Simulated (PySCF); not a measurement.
Basis-set dependence of population analyses: C2H7BS

Species: C₂H₇BS.
Bonds: B1–S2, S2–C3, C3–C4. Hydrogens: H5, H6 on B1; H7, H8 on C3; H9, H10, H11 on C4.

PBE0 throughout (PySCF), one geometry, spherical d and f functions. Isolated species at its PBE0-D3(BJ)/def2-SVP geometry (one conformer only). Atoms taken as equivalent share a column and are averaged.

Mulliken charges (e):

| basis | functions | B1 | S2 | C3 | C4 | H5/H6 | H7/H8 | H9/H10/H11 |
| --- | --- | --- | --- | --- | --- | --- | --- | --- |
| STO-3G | 31 | -0.047 | +0.151 | -0.213 | -0.235 | -0.047 | +0.091 | +0.085 |
| 6-31G | 54 | -0.109 | +0.185 | -0.578 | -0.488 | +0.003 | +0.216 | +0.185 |
| pcSseg-0 | 54 | -0.052 | -0.011 | -0.782 | -0.609 | +0.065 | +0.293 | +0.246 |
| 6-31G* | 74 | -0.106 | +0.085 | -0.486 | -0.536 | +0.018 | +0.215 | +0.193 |
| cc-pVDZ | 95 | -0.055 | +0.023 | -0.217 | -0.079 | -0.012 | +0.087 | +0.059 |
| def2-SVP | 95 | -0.028 | -0.037 | -0.196 | -0.080 | -0.010 | +0.091 | +0.059 |
| 6-311+G(2d,p) | 158 | -0.072 | +0.021 | -0.094 | -0.672 | +0.006 | +0.165 | +0.158 |
| aug-cc-pVDZ | 159 | -1.228 | +0.095 | +0.153 | +0.479 | +0.617 | -0.206 | -0.107 |
| def2-TZVP | 172 | -0.094 | -0.067 | -0.189 | -0.356 | +0.022 | +0.136 | +0.130 |
| IGLO-III | 219 | +0.020 | +0.113 | -0.328 | -0.355 | -0.062 | +0.152 | +0.123 |
| cc-pVTZ | 222 | -0.135 | 0.000 | -0.170 | -0.295 | +0.022 | +0.117 | +0.107 |

IAO charges (e):

```tsv
basis	functions	B1	S2	C3	C4	H5/H6	H7/H8	H9/H10/H11
STO-3G	31	-0.175	+0.225	-0.337	-0.396	-0.001	+0.135	+0.139
6-31G	54	-0.213	+0.134	-0.333	-0.430	+0.029	+0.160	+0.155
pcSseg-0	54	-0.215	+0.139	-0.343	-0.420	+0.029	+0.162	+0.153
6-31G*	74	-0.196	+0.149	-0.325	-0.414	+0.020	+0.152	+0.147
cc-pVDZ	95	-0.213	+0.158	-0.320	-0.412	+0.024	+0.151	+0.146
def2-SVP	95	-0.208	+0.163	-0.317	-0.402	+0.020	+0.148	+0.143
6-311+G(2d,p)	158	-0.215	+0.163	-0.332	-0.426	+0.024	+0.155	+0.150
aug-cc-pVDZ	159	-0.211	+0.153	-0.324	-0.423	+0.024	+0.154	+0.149
def2-TZVP	172	-0.216	+0.166	-0.334	-0.426	+0.024	+0.155	+0.150
IGLO-III	219	-0.220	+0.170	-0.335	-0.427	+0.025	+0.156	+0.150
cc-pVTZ	222	-0.213	+0.161	-0.332	-0.427	+0.024	+0.156	+0.150
```

Some averages cover members that differ in this geometry, most widely: H5/H6, Mulliken in aug-cc-pVDZ +0.562 to +0.673; H5/H6, Mulliken in IGLO-III -0.075 to -0.048 e.

Which scheme is steadiest as the basis changes?

Largest range over the bases for any column: IAO 0.09 e, Mulliken 1.25 e. IAO charges move least and Mulliken charges most, counted in e. Without the minimal STO-3G basis the ranges are IAO 0.04, Mulliken 1.25 e.

How much do the charges still move between the two largest bases, IGLO-III and cc-pVTZ?

At most, over all atoms: Mulliken 0.158 e, IAO 0.010 e.

What do the same runs give for the total energy, the frontier levels and the dipole moment?

```tsv
basis	energy (Eh)	HOMO (eV)	LUMO (eV)	μ (D)
STO-3G	-497.5794	-5.15	2.64	1.77
6-31G	-503.1279	-7.76	-0.86	2.06
pcSseg-0	-502.4951	-8.03	-1.15	2.04
6-31G*	-503.1787	-7.65	-0.80	1.95
cc-pVDZ	-503.2054	-7.67	-0.97	1.89
def2-SVP	-502.9997	-7.71	-0.98	1.91
6-311+G(2d,p)	-503.2406	-7.73	-1.16	1.96
aug-cc-pVDZ	-503.2133	-7.75	-1.15	1.95
def2-TZVP	-503.2496	-7.73	-1.12	1.94
IGLO-III	-503.2523	-7.71	-1.13	1.92
cc-pVTZ	-503.2532	-7.73	-1.10	1.94
```

The dipole is fixed by the density alone, so its range of 0.29 D shows that the density itself changes with the basis, not only its division among atoms.
